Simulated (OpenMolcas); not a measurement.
## Levels of S I by method

```
Program             : OpenMolcas 26.06
Basis               : ANO-R2 [5s4p3d1f]
Scalar Hamiltonian  : X2C, finite nucleus
Active space        : 6 electrons in 9 orbitals (RAS2 3s 3p; RAS3 3d, at most 2 electrons)
State averaging     : 2S+1 = 3 even, 3 roots; 2S+1 = 1 even, 6 roots; 2S+1 = 3 odd, 3 roots
Spin-orbit coupling : RASSI with atomic mean-field integrals over the reference wave functions, term energies averaged over their components
```

Methods on the same reference wave functions:
A. RASSCF
B. SS-RASPT2, IPEA 0.25 Eh, imaginary shift 0.1 Eh (closed shells correlated: 2s 2p)

Energies in cm-1 above 3s2 3p4 3P2, the measured ground level; measured values from NIST Handbook of Basic Atomic Spectroscopic Data.

```json
{"Level": "3s2 3p4 3P2", "A": "0.0", "B": "0.0", "Measured": "0.0"}
{"Level": "3s2 3p4 3P1", "A": "357", "B": "358", "Measured": "396"}
{"Level": "3s2 3p4 3P0", "A": "523", "B": "523", "Measured": "574"}
{"Level": "3s2 3p4 1D2", "A": "10984", "B": "9720", "Measured": "9239"}
{"Level": "3s2 3p4 1S0", "A": "24021", "B": "22780", "Measured": "22180"}
{"Level": "3s 3p5 3P* 2", "A": "75483", "B": "76110", "Measured": "72023"}
{"Level": "3s 3p5 3P* 1", "A": "75820", "B": "76440", "Measured": "72382"}
{"Level": "3s 3p5 3P* 0", "A": "75988", "B": "76610", "Measured": "72572"}
```

Deviations, from unrounded energies. A percentage is the sum of absolute deviations over the sum of measured energies, with the sign that they share, or ± where signs differ.

```
                        Against measurement  Levels      A     B
             mean absolute deviation (cm-1)       7   2000  1900
      fine structure of the ground term (%)       2   -9.2  -9.1
other terms of the ground configuration (%)       2  +11.4  +3.4
                   other configurations (%)       3   +4.8  +5.6
```

A, B lie about equally close to measurement. The largest miss of B in the table is 3s 3p5 3P* 2, by +4100 cm-1. The ranking rests on the paired levels alone, and a cruder setting can come out closer through cancelling errors.

From A to B the spin-free energies of the other terms of 3s2 3p4 shown, above 3P, scale by factors of 0.88 to 0.95.

The lowest spin-free term lies below A's lowest term by 0.249 hartree in B.

Term energies are means over components that CASPT2 splits; among the terms shown or strongly mixed into the levels shown the widest spread is 17 cm-1 (3s2 3p4 1D, B). Active for correlation alone: 3d; no level in the range computed is led by a configuration that fills it, so any true level of that kind is missing. Some terms mix strongly with configurations of 3d, whose occupation reaches 0.28 (3s 3p5 3P*). Without dynamic correlation excited terms often stand tens of per cent too high (terms of higher spin than the ground term too low), and those without a measured partner can miss by more than the paired ones (holds for A). Measured partners are found by configuration, term and J. A level has none where our copy of the source lacks it or the pairing is in doubt (some pairs that miss far off the trend of their configuration count as doubtful), and it then counts in no deviation. Levels of configurations outside the active space are missing.

* marks odd parity.
